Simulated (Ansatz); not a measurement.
```xyz
9

F     0.2358   -0.6886    1.9961
B    -0.2977    0.1732    1.1407
F    -0.3115    1.4418    1.5271
C    -0.8410   -0.2683   -0.2297
Sb    0.7811   -0.1719   -1.6987
H    -1.1810   -1.3037   -0.2512
H    -1.6179    0.3871   -0.6232
H     1.3159    1.3696   -1.1862
H     1.9161   -0.9391   -0.6749
```

Total charge 0; spin multiplicity 1. Sb: def2 effective core potential.

(1) List the r2SCAN/def2-TZVPP orbital energies in eV (Ansatz 0.2.0). (An estimate is asked.)

## Answers

(1) The calculation gave: Occupied: -666.44, -666.44, -273.28, -182.77, -153.99, -105.74, -105.72, -105.60, -33.97, -33.97, -33.86, -33.85, -33.78, -32.32, -31.53, -18.76, -14.65, -14.27, -13.24, -12.21, -11.95, -11.00, -10.61, -9.89, -9.41, -8.69, -8.37, -6.72. Lowest empty: -1.39, -0.73, -0.02, 0.84, 1.61, 2.29, 2.38, 3.13.
